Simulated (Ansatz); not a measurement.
`C[SiH](Cl)[SbH2]` + NH₃ → `[NH2][SbH2]` + `C[SiH2]Cl` at 298.15 K and 1 bar (cleavage of the Sb–Si bond).

Program: Ansatz. Geometries: PBE0-D4/def2-TZVP. ΔE: electronic, gas phase. CCSD(T)/CBS is the MP2 limit (def2-TZVPP, def2-QZVPP) plus CCSD(T) − MP2 in def2-TZVPP, frozen cores. This one scheme is used for every species. def2 core potentials past Kr. For Sb outer-core shells are correlated without core-valence functions, which leaves a few kJ/mol of doubt a bond.

| species | CCSD(T)/CBS energy (Eh) | H − E (kJ/mol) | S (J/(mol·K)) |
| --- | --- | --- | --- |
| `C[SiH](Cl)[SbH2]` | -1030.59494 | 183.3 | 377.4 |
| NH₃ | -56.50880 | 100.5 | 192.4 |
| `[NH2][SbH2]` | -297.10356 | 115.6 | 278.3 |
| `C[SiH2]Cl` | -789.97638 | 160.6 | 298.1 |

H − E and S are ideal-gas, rigid-rotor, harmonic terms from PBE0-D4/def2-TZVP, for one conformer and one mirror image of each species. 1 Eh = 2625.50 kJ/mol, R = 8.31446 J/(mol·K).

By hand: ΔE, ΔH, ΔS and ΔG.

ΔE = (-297.10356) + (-789.97638) − (-1030.59494) − (-56.50880) = 0.02380 Eh = 62.5 kJ/mol. Δ(H − E) = 115.6 + 160.6 − 183.3 − 100.5 = -7.6, so ΔH = 54.9 kJ/mol. ΔS = 278.3 + 298.1 − 377.4 − 192.4 = 6.6 J/(mol·K). ΔG = 54.9 − 298.15 × (6.6)/1000 = 52.9 kJ/mol.

By hand: the equilibrium constant, and the temperature at which ΔG would vanish if ΔH and ΔS stayed fixed.

log₁₀ K = −ΔG/(RT ln 10) = -9.3. ΔG = 0 at ΔH/ΔS = 8318 K, far beyond where these terms or the molecules hold.

The number of gas molecules stays the same, so ΔS is small and ΔH decides. A doubt of 5 kJ/mol in ΔE shifts log₁₀ K by 0.9 here. Other conformers and mirror images would add mixing entropy, several J/(mol·K) or more a flexible species. These are equilibria of isolated gas molecules and say nothing of rates. Largest T1 diagnostic: 0.013 (customary marks: 0.02 for closed shells, 0.045 for open ones).
